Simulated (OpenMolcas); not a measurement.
# Levels of La I by method

```
Program             : OpenMolcas
Basis               : ANO-RCC-VQZP [9s8p6d4f3g2h]
Scalar Hamiltonian  : DKH2, point nucleus
Active space        : 3 electrons in 11 orbitals (5d 6s 6d)
State averaging     : 2S+1 = 2 even, 49 roots; 2S+1 = 4 even, 20 roots kept (CI in the orbitals of an earlier block)
Spin-orbit coupling : RASSI with atomic mean-field integrals over the reference wave functions, term energies averaged over their components
```

Methods on the same reference wave functions:
A. CASSCF
B. SS-CASPT2, IPEA 0.25 Eh, imaginary shift 0.1 Eh (closed shells correlated: 5s 5p)
C. MS-CASPT2, IPEA 0.25 Eh, imaginary shift 0.1 Eh (closed shells correlated: 5s 5p)

Energies in cm-1 above 5d 6s2 2D 3/2, the measured ground level; measured values from NIST Handbook of Basic Atomic Spectroscopic Data.

```json
{"Level": "5d 6s2 2D 3/2", "A": "0.0", "B": "0.0", "C": "0.0", "Measured": "0.0"}
{"Level": "5d 6s2 2D 5/2 [68 %]", "A": "1004", "B": "1011", "C": "1294", "Measured": "1053"}
{"Level": "5d2 6s 4F 3/2", "A": "1064", "B": "1245", "C": "1648", "Measured": "2668"}
{"Level": "5d2 6s 4F 5/2 [68 %]", "A": "1521", "B": "1679", "C": "2040", "Measured": "3010"}
{"Level": "5d2 6s 4F 7/2", "A": "1904", "B": "2110", "C": "2570", "Measured": "3495"}
{"Level": "5d2 6s 4F 9/2", "A": "2603", "B": "2820", "C": "3280", "Measured": "4122"}
{"Level": "5d2 6s 4P 1/2", "A": "7300", "B": "6530", "C": "7000", "Measured": "7231"}
{"Level": "5d2 6s 4P 3/2 [69 %]", "A": "7502", "B": "6620", "C": "7150", "Measured": "7491"}
{"Level": "5d2 6s 2F 5/2", "A": "8281", "B": "4930", "C": "5370", "Measured": ""}
{"Level": "5d2 6s 2P 1/2", "A": "8585", "B": "7900", "C": "8370", "Measured": "9044"}
{"Level": "5d2 6s 2P 3/2 [75 %]", "A": "8850", "B": "8500", "C": "9080", "Measured": ""}
{"Level": "5d2 6s 2F 7/2", "A": "9227", "B": "5910", "C": "6360", "Measured": "8052"}
{"Level": "5d2 6s 2G 9/2", "A": "10564", "B": "8940", "C": "8950", "Measured": "9920"}
{"Level": "5d2 6s 2G 7/2", "A": "10571", "B": "8900", "C": "9010", "Measured": "9961"}
{"Level": "5d2 6s 2D 5/2 [60 %]", "A": "10925", "B": "7810", "C": "8540", "Measured": "9184"}
{"Level": "5d3 4F 3/2", "A": "11264", "B": "11060", "C": "11530", "Measured": "12431"}
{"Level": "5d3 4F 5/2", "A": "11561", "B": "11380", "C": "11850", "Measured": "12787"}
{"Level": "5d3 4F 7/2", "A": "12001", "B": "11820", "C": "12280", "Measured": "13238"}
{"Level": "5d3 4F 9/2", "A": "12578", "B": "12350", "C": "12800", "Measured": "13747"}
{"Level": "5d3 4P 1/2", "A": "16866", "B": "15330", "C": "15790", "Measured": "16617"}
{"Level": "5d3 4P 3/2", "A": "17110", "B": "15570", "C": "16040", "Measured": "16735"}
```

Deviations, from unrounded energies. A percentage is the sum of absolute deviations over the sum of measured energies, with the sign that they share, or ± where signs differ.

```json
{"Against measurement": "mean absolute deviation (cm-1)", "Levels": "18", "A": "910", "B": "1200", "C": "820"}
{"Against measurement": "fine structure of the ground term (%)", "Levels": "1", "A": "-4.7", "B": "-4.0", "C": "+22.8"}
{"Against measurement": "other configurations (%)", "Levels": "17", "A": "±10.2", "B": "-13.6", "C": "-9.1"}
```

C lies closest to measurement on these levels and B furthest from it. The largest miss of C in the table is 5d2 6s 2F 7/2, by -1700 cm-1. The ranking rests on the paired levels alone, and a cruder setting can come out closer through cancelling errors.

Between B and C the level of the table that moves most is 5d2 6s 2D 5/2 [60 %], by 730 cm-1 (lowest in B, highest in C). Moves below CASPT2's spread within the term are not significant.

The mean deviations of B to C differ by less than CASPT2's widest spread within a term (990 cm-1), so their order carries little weight.

The lowest spin-free term lies below A's lowest term by 0.266 hartree in B, 0.268 hartree in C.

CASPT2 breaks the degeneracy within a term, and the mean is taken; among the terms shown or strongly mixed into the levels shown the widest spread is 990 cm-1 (5d2 6s 4F, C). Some levels mix across a computed gap that differs much from the measured one, so their mixing is not that of the real levels. Terms from blocks run as CI alone lack orbitals of their own. Active for correlation alone: 6d; no level in the range computed is led by a configuration that fills it, so any true level of that kind is missing. Without dynamic correlation excited terms often stand tens of per cent too high (terms of higher spin than the ground term too low), and those without a measured partner can miss by more than the paired ones (holds for A). The CASPT2 spread within a term exceeds the gap to the next term for 5d2 6s 2P and 5d2 6s 2G, so the order of their levels is uncertain (holds for C). Measured partners are found by configuration, term and J. A level has none where our copy of the source lacks it or the pairing is in doubt (some pairs that miss far off the trend of their configuration count as doubtful), and it then counts in no deviation. Levels of configurations outside the active space are missing. The table leaves out levels that lie high or whose names do not pair safely across all columns.

A share in square brackets marks a mixed level and gives the weight of the term that names it, the lowest over the columns.
